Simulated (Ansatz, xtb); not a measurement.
**Two structures of BH4N3**

Structure I is a singlet given by its coordinates and structure II is `[H]/N=N\BN`, a singlet. Both are isolated molecules in the gas phase, relaxed with BLYP-D3(BJ)/def2-SVP; the shapes shown needn't be the lowest conformers.

I (Å):

```yaml
atoms:
  - { symbol: B, position_ang: [1.0543, 0.3939, 0.5219] }
  - { symbol: N, position_ang: [2.2642, -0.1771, 0.9469] }
  - { symbol: N, position_ang: [-0.0421, 0.8754, 0.1249] }
  - { symbol: N, position_ang: [-1.1646, 1.4382, -0.3917] }
  - { symbol: H, position_ang: [2.4425, -0.4183, 1.9218] }
  - { symbol: H, position_ang: [3.1108, -0.1353, 0.3789] }
  - { symbol: H, position_ang: [-1.9559, 0.7764, -0.3593] }
  - { symbol: H, position_ang: [-1.4427, 2.2719, 0.1496] }
```

Close contacts (Å): B1–N2 1.40, B1–N3 1.26, N3–N4 1.36, N2–H5 1.02, N2–H6 1.02, N4–H7 1.03, N4–H8 1.03.

II (Å):

```xyz
8

B    -0.2905   -0.8424    0.6943
N    -1.2128    0.8075   -1.0084
N    -0.6581    0.3611    0.0099
N    -1.1480   -1.4689    1.6259
H    -1.5680    0.0081   -1.6256
H     0.8504   -1.2257    0.5345
H    -2.0962   -1.1483    1.8270
H    -0.8171   -2.1934    2.2620
```

Q: Estimate which is lower in electronic energy at CCSD(T)/def2-TZVP, and by roughly how much.

A: The CCSD(T)/def2-TZVP calculation puts structure II lower, by 8.7 kJ/mol.

Level by level:

| level | geometry | E(II) − E(I) (kJ/mol) | departure from the last row (kJ/mol) | job, with rough time for the two |
| --- | --- | --- | --- | --- |
| BLYP-D3(BJ)/def2-SVP | BLYP-D3(BJ)/def2-SVP | −1.6 | +7.0 | optimisation, 1.8 min |
| HF/def2-TZVP | BLYP-D3(BJ)/def2-SVP | −6.0 | +2.7 | part of the CCSD(T) run |
| MP2/def2-TZVP | BLYP-D3(BJ)/def2-SVP | +12.5 | +21.2 | part of the CCSD(T) run |
| CCSD(T)/def2-TZVP | BLYP-D3(BJ)/def2-SVP | −8.7 |  | single point, 2.2 min |

MP2/def2-TZVP puts the two in the other order. BLYP-D3(BJ)/def2-SVP finds them nearly level. The largest departure from CCSD(T)/def2-TZVP is that of MP2/def2-TZVP, 21.2 kJ/mol. Levels run at GFN2-xTB geometries aren't shown.

With harmonic frequencies from BLYP-D3(BJ)/def2-SVP (ideal gas, rigid rotor, one conformer each, 400 K, 1 atm): the zero-point term adds −5.1 kJ/mol; ΔH is −17.0 and ΔG −9.9 kJ/mol.

The correlated steps freeze 4 core orbitals. Run with Ansatz 0.2.0; the last row on 1 thread of Intel(R) Xeon(R) Processor @ 2.50GHz (Skylake/Cascade Lake) on a shared host.
